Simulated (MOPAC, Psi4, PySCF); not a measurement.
Interaction energy of O2S ··· COS (SMILES O=S=O and O=C=S). Monomers: optimised at B3LYP-D3(BJ) (def2-TZVP), held rigid. Orientation: lowest of the rigid-body minima from ten starts at GFN2-xTB (searched outside a hard wall at short contacts). Only R, the distance of the centres of mass, is varied, so the lowest point isn't the relaxed dimer. The shortest distances reach bonding range, where SAPT0 and rigid monomers are unreliable.

Geometry at R = 3.66 Å (first 3 atoms: monomer A):
```
6

O     -1.2388     0.2436     0.0000
S      0.0001    -0.4877     0.0000
O      1.2386     0.2442     0.0000
O      0.0308    -0.7241     2.4784
C      0.1107     0.1365     3.2454
S      0.2187     1.2999     4.2824
```

Methods: B3LYP/def2-TZVP, counterpoise-corrected (Psi4); RKS-B3LYP/3-21G = restricted B3LYP/3-21G, no counterpoise correction (PySCF 2.14.0); SAPT0/jun-cc-pVDZ, frozen core (Psi4); PM7, restricted, heats of formation (MOPAC); RKS-B3LYP/LANL2DZ = restricted B3LYP/LANL2DZ, with its core potentials past Ne, no counterpoise correction (PySCF 2.14.0).

Interaction energies in kcal/mol (negative: bound); R is the distance of the centres of mass, d the S2···O4 distance.

```json
[
 {"R / Å": "3.26", "d / Å": "2.11", "B3LYP/def2-TZVP": "18.29", "RKS-B3LYP/3-21G": "17.93", "SAPT0/jun-cc-pVDZ": "12.87", "PM7": "8.36", "RKS-B3LYP/LANL2DZ": "19.01"},
 {"R / Å": "3.46", "d / Å": "2.30", "B3LYP/def2-TZVP": "9.11", "RKS-B3LYP/3-21G": "6.56", "SAPT0/jun-cc-pVDZ": "5.08", "PM7": "4.29", "RKS-B3LYP/LANL2DZ": "7.59"},
 {"R / Å": "3.66", "d / Å": "2.49", "B3LYP/def2-TZVP": "3.98", "RKS-B3LYP/3-21G": "0.65", "SAPT0/jun-cc-pVDZ": "0.75", "PM7": "2.12", "RKS-B3LYP/LANL2DZ": "1.78"},
 {"R / Å": "3.89", "d / Å": "2.71", "B3LYP/def2-TZVP": "1.05", "RKS-B3LYP/3-21G": "-2.30", "SAPT0/jun-cc-pVDZ": "-1.51", "PM7": "0.67", "RKS-B3LYP/LANL2DZ": "-1.07"},
 {"R / Å": "4.07", "d / Å": "2.89", "B3LYP/def2-TZVP": "-0.01", "RKS-B3LYP/3-21G": "-3.01", "SAPT0/jun-cc-pVDZ": "-2.14", "PM7": "-0.06", "RKS-B3LYP/LANL2DZ": "-1.83"},
 {"R / Å": "4.36", "d / Å": "3.17", "B3LYP/def2-TZVP": "-0.61", "RKS-B3LYP/3-21G": "-2.74", "SAPT0/jun-cc-pVDZ": "-2.18", "PM7": "-0.78", "RKS-B3LYP/LANL2DZ": "-1.89"},
 {"R / Å": "4.68", "d / Å": "3.48", "B3LYP/def2-TZVP": "-0.65", "RKS-B3LYP/3-21G": "-1.78", "SAPT0/jun-cc-pVDZ": "-1.78", "PM7": "-1.06", "RKS-B3LYP/LANL2DZ": "-1.47"},
 {"R / Å": "5.13", "d / Å": "3.92", "B3LYP/def2-TZVP": "-0.48", "RKS-B3LYP/3-21G": "-0.76", "SAPT0/jun-cc-pVDZ": "-1.19", "PM7": "-0.97", "RKS-B3LYP/LANL2DZ": "-0.94"},
 {"R / Å": "5.87", "d / Å": "4.66", "B3LYP/def2-TZVP": "-0.27", "RKS-B3LYP/3-21G": "-0.26", "SAPT0/jun-cc-pVDZ": "-0.61", "PM7": "-0.60", "RKS-B3LYP/LANL2DZ": "-0.49"},
 {"R / Å": "6.89", "d / Å": "5.67", "B3LYP/def2-TZVP": "-0.15", "RKS-B3LYP/3-21G": "-0.12", "SAPT0/jun-cc-pVDZ": "-0.28", "PM7": "-0.31", "RKS-B3LYP/LANL2DZ": "-0.24"},
 {"R / Å": "8.18", "d / Å": "6.95", "B3LYP/def2-TZVP": "-0.07", "RKS-B3LYP/3-21G": "-0.05", "SAPT0/jun-cc-pVDZ": "-0.12", "PM7": "-0.15", "RKS-B3LYP/LANL2DZ": "-0.12"}
]
```

Lowest grid point: B3LYP/def2-TZVP -0.65 kcal/mol at R = 4.68 Å; RKS-B3LYP/3-21G -3.01 kcal/mol at R = 4.07 Å; SAPT0/jun-cc-pVDZ -2.18 kcal/mol at R = 4.36 Å; PM7 -1.06 kcal/mol at R = 4.68 Å; RKS-B3LYP/LANL2DZ -1.89 kcal/mol at R = 4.36 Å.
